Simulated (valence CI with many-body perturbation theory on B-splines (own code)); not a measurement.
## Which ion has this spectrum?

A relativistic CI+MBPT calculation for an atom or ion with 51 electrons gives these levels (cm⁻¹):

```
  J  Parity      E     g
3/2     odd    0.0  1.95
3/2     odd  10213  0.92
5/2     odd  12392  1.20
1/2     odd  20526  0.67
3/2     odd  24002  1.27
5/2    even  70853  1.58
3/2    even  74551  1.71
1/2    even  75989  2.64
1/2    even  78502  2.29
3/2    even  81810  1.04
3/2    even  82765  1.52
1/2    even  83671  1.05
5/2    even  84920  1.09
3/2    even  85069  0.87
```

The energies are calculated, with errors of about 110 cm⁻¹, more in some levels.

**Question.** Which is it?
A. Cs4+
B. Te+
C. I2+
D. Xe3+

**Answer.** B. Te+, ground level 5s²5p³ ⁴S°_3/2.
